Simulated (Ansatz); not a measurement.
Computed with Ansatz on PBE0-D4/def2-TZVP structures; ΔE is electronic, products minus reactants. CCSD(T)/CBS adds triple-zeta CCSD(T) − MP2 to the extrapolated MP2 energy (def2 sets, frozen cores). For Ge outer-core shells are correlated without core-valence functions, which leaves a few kJ/mol of doubt a bond. Scalar relativity is left out up to krypton. One conformer a species, not always the lowest.

`COC(C)F` + `C[O][Ge][SH]` → `C[O][Ge][S]C` + `CC(O)F`  (substitution at a C–O bond)

`COC(C)F`:

Cartesian coordinates in Å:
```
C 1.361 -0.692 -1.085
O 0.626 0.331 -0.447
C -0.449 -0.119 0.272
C -1.055 1.022 1.033
F -1.407 -0.644 -0.593
H 2.231 -0.221 -1.540
H 1.698 -1.443 -0.358
H 0.767 -1.185 -1.859
H -0.161 -0.960 0.921
H -1.334 1.814 0.337
H -0.333 1.416 1.750
H -1.943 0.683 1.568
```

`C[O][Ge][SH]`:

Z-matrix (Å, degrees):
```
C
O 1 1.403
H 1 1.096 2 111.7
H 1 1.096 2 111.7 3 122.0
H 1 1.093 2 108.3 3 -119.0
Ge 2 1.779 1 131.3 3 -60.9
S 6 2.268 2 103.1 1 -0.0
H 7 1.343 6 98.3 2 0.0
```

`C[O][Ge][S]C`:

Cartesian coordinates in Å:
```
C 1.548 -1.509 0.276
O 0.686 -0.429 0.002
Ge 1.274 1.006 -0.901
S -0.623 2.172 -0.896
C -1.865 1.187 -0.016
H 1.621 -1.655 1.358
H 2.561 -1.353 -0.117
H 1.146 -2.423 -0.170
H -2.692 0.986 -0.696
H -2.227 1.766 0.832
H -1.429 0.252 0.328
```

`CC(O)F`:

Z-matrix (Å, degrees):
```
C
C 1 1.500
H 1 1.091 2 109.3
H 1 1.091 2 110.0 3 119.6
H 1 1.090 2 110.0 3 -120.1
O 2 1.377 1 109.2 3 -56.3
F 2 1.391 1 109.1 3 63.2
H 2 1.098 1 112.4 3 179.2
H 6 0.962 2 108.9 1 -174.9
```

| species | HF/def2-SVP energy (Eh) |
| --- | --- |
| `COC(C)F` | -291.75216 |
| `C[O][Ge][SH]` | -2587.50991 |
| `C[O][Ge][S]C` | -2626.50963 |
| `CC(O)F` | -252.75667 |

(1) Work out ΔE.

(2) What do rigid-rotor, harmonic-oscillator terms from PBE0-D4/def2-TZVP frequencies (298.15 K, 1 bar) make of the CCSD(T)/CBS value? (An estimate is asked.)

Largest T1 diagnostic among the species: 0.015.

Answers

(1) ΔE = (-2626.50963) + (-252.75667) − (-291.75216) − (-2587.50991) = -0.00423 Eh = -2.7 kcal/mol. CCSD(T)/CBS gives -7.8 kcal/mol.

(2) Computed: ΔZPE = +1.1 kcal/mol, ΔH = -6.4 kcal/mol, ΔS = 11 J/(mol·K), ΔG = -7.2 kcal/mol.

In def2-TZVPP, CCSD(T) changes the Hartree–Fock value by −2.1 kcal/mol (the triples alone add −0.4 kcal/mol) and MP2 by −3.7 kcal/mol. Leaving LDA and LC-ωPBE aside and taking each functional with its dispersion term where it has one, the values, not all of them listed here, spread over 2.3 kcal/mol, from PBE-QIDH to CAM-B3LYP-D4. LDA lies +0.9 kcal/mol from PBE without D4.
